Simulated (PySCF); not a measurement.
Simulated absorption spectrum

C3H6N2OSi.
SMILES: `O=CN[Si@H]1CC=N1`

Computed with PySCF, TDDFT wB97X-D/def2-SVPD, vertical, gas phase, core orbitals frozen in the response. Geometry: GFN2-xTB, one conformer, isolated molecule. Torsions of this conformer, `[O:1]=[CH:2][NH:3][Si@H:4]1[CH2:5][CH:6]=[N:7]1`: O1–C2–N3–Si4 -3°, C2–N3–Si4–C5 88°.

Each state is given a Gaussian of 0.5 eV full width at half maximum, with ε(max) = 2.175×10⁸ f / Δν̃ (Δν̃ the width in cm⁻¹). The width is an assumption, not a result. The curve ends short of the highest state used, and states not computed would add to its high-energy end.

| λ (nm) | ε (L mol⁻¹ cm⁻¹) |
| --- | --- |
| 179.0 | 4249 |
| 184.5 | 2187 |
| 190.0 | 1581 |
| 195.5 | 878 |
| 201.0 | 282 |
| 206.4 | 71 |
| 211.9 | 39 |
| 217.4 | 37 |
| 222.9 | 25 |
| 228.4 | 12 |
| 233.8 | 4 |
| 239.3 | 1 |
| 244.8 | 1 |
| 250.3 | 2 |
| 255.8 | 6 |
| 261.3 | 14 |
| 266.7 | 25 |
| 272.2 | 36 |
| 277.7 | 43 |
| 283.2 | 43 |
| 288.7 | 37 |
| 294.2 | 28 |
| 299.6 | 19 |
| 305.1 | 11 |
| 310.6 | 6 |
| 316.1 | 3 |
| 321.6 | 1 |
| 327.0 | 1 |
| 332.5 | 0 |
| 338.0 | 0 |

**Question.** Where are the band maxima, and which computed states make them?

**Answer.** 281 nm (4.42 eV), ε about 44, made up of S1 (100%) (ε in L mol⁻¹ cm⁻¹; maxima over ε = 5, shares over 10%). At its high-energy end, 6.93 eV, the curve is still rising (ε about 4300, from S5 and S6). The states used: S1 4.42 eV (f 0.0008); S2 5.75 eV (f 0.0007); S3 6.54 eV (f 0.014); S4 6.56 eV (f 0.012); S5 6.91 eV (f 0.014); S6 7.15 eV (f 0.102); S7 7.45 eV (f 0.031); S8 7.53 eV (f 0.026).

**Question.** What would ε be at 4.42 eV, the highest of these maxima, with half the width (0.25 eV)?

**Answer.** About 88.4 L mol⁻¹ cm⁻¹ against 44.2, a factor of about 2.00; a lone state at its own centre would give exactly 2.

**Question.** Coming from long wavelengths, where does ε first pass 100 L mol⁻¹ cm⁻¹?

**Answer.** At about 205 nm (6.05 eV), 1.63 eV above S1.

**Question.** On this curve, what absorbance would a 10⁻⁴ mol/L sample give at 193 nm over a 1 cm path?

**Answer.** 193 nm is 6.424 eV, where ε is about 1200 L mol⁻¹ cm⁻¹, so A = ε c l ≈ 0.12 (Beer–Lambert, with the gas-phase spectrum and the assumed width).
